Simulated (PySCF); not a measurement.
## Bond energies at CCSD(T)/def2-TZVPP beside a composite method

PySCF, lowest determinants of a PBE0 search. The composite is CCSD(T) extrapolated to the basis-set limit from two correlation-consistent sets, with core-valence (CV) and scalar-relativistic (SR) terms as its label shows; it has no spin–orbit coupling and nothing beyond (T).

| species | state (unpaired electrons) | De CCSD(T) (eV) | De composite (eV) | composite | dissociates to |
| --- | --- | --- | --- | --- | --- |
| GaCl | singlet (closed shell) | 4.75 | 4.84 | CCSD(T)/CBS(DT)+CV | Ga + Cl |
| BiH | triplet (π ↑↑) | 2.33 | 2.43 | CCSD(T)/CBS(DT) | Bi + H |
| SnCl | doublet (π ↑) | 3.74 | 3.88 | CCSD(T)/CBS(DT) | Sn + Cl |
| O2 | triplet (π ↑↑) | 4.94 | 5.19 | CCSD(T)/CBS(TQ)+CV+SR | O + O |
| NiH | doublet (δ ↑) | 2.96 | 2.94 | CCSD(T)/CBS(TQ)+CV+SR | Ni (3d8 4s2) + H |
| PbH | doublet (π ↑) | 2.46 | 2.53 | CCSD(T)/CBS(DT) | H + Pb |
| PN | singlet (closed shell) | 5.83 | 6.30 | CCSD(T)/CBS(TQ)+CV+SR | P + N |
| NaCl | singlet (closed shell) | 4.00 | 4.15 | CCSD(T)/CBS(DT)+CV+SR | Na + Cl |

Problem. Does CCSD(T) bind more or less than the composite, by how much on average, and where is the difference largest?

Solution. CCSD(T)/def2-TZVPP binds less on average, method and basis taken together: the mean signed difference is -0.16 eV and the mean absolute one 0.16 eV; it is largest for PN (-0.47 eV).

The molecules are drawn from runs that passed checks on state, spin purity and fit, so the hardest cases are missing and the errors look smaller than over all diatomics.

Correlated steps freeze the inner cores (2 to 14 orbitals); shallow outer-core shells are correlated. UHF and ROHF references stand side by side, which adds small steps between rows. These are scalar-relativistic numbers at best; spin–orbit coupling would shift them, the dissociation energy most. Where the molecule has an RHF reference, its open-shell atoms are computed with UHF. The CCSD T1 diagnostic is raised in NiH, a sign that a single reference may not be enough there. States were picked by a PBE0 search and need not be the measured ground states.
